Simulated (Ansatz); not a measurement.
Ideal-gas functions of C₂H₅ClZn (`C[CH2][Zn][Cl]`) at 800 K and 1 bar, from an Ansatz frequency run at PBE0-D4/def2-TZVP.

Molar mass 129.91 g/mol, point group Cs (symmetry number 1), electronic degeneracy 1, moments of inertia 22.609, 331.411, 347.822 u Å². Harmonic wavenumbers (cm⁻¹, unscaled): 79, 105, 236, 241, 390, 561, 635, 949, 973, 1039, 1213, 1257, 1409, 1449, 1493, 1499, 3036, 3051, 3090, 3099, 3120.

Use S(trans) = R[1.5 ln M + 2.5 ln T − 1.1517]; rotational temperatures θ = 24.2544 K / I; S(rot) = R[ln(√π/σ · √(T³/θAθBθC)) + 1.5]; for each mode x = 1.438777 ν̃/T, S = R[x/(eˣ − 1) − ln(1 − e⁻ˣ)] and H = RT x/(eˣ − 1); 1 cm⁻¹ = 0.0119627 kJ/mol; R = 8.31446 J/(mol·K).

**Question.** By hand: the entropy, in J/(mol·K).

**Answer.** Translation 190.1. Rotation: θ = 1.0728, 0.0732, 0.0697 K, giving 122.2. Vibration, mode by mode: 24.55, 22.19, 15.50, 15.33, 11.43, 8.58, 7.65, 4.81, 4.65, 4.23, 3.30, 3.10, 2.50, 2.36, 2.22, 2.20, 0.23, 0.22, 0.21, 0.21, 0.20, in all 135.7. Electronic 0.0. Sum 448.0 J/(mol·K).

**Question.** By hand: H − E and G − E in kJ/mol, counted from the electronic energy.

**Answer.** Zero-point energy ½ × 28924 × 0.0119627 = 173.0; thermal vibration 51.9; translation, rotation and pV give 4 RT = 26.6. H − E = 251.5 kJ/mol, and G − E = 251.5 − 800 × 448.0/1000 = -106.9 kJ/mol.

Vibration gives 30 % of the entropy, 46.7 J/(mol·K) of it from the modes under 150 cm⁻¹: soft modes count most, and the harmonic formula is weakest for them. The sum counts one conformer and one mirror image; others add a mixing term.
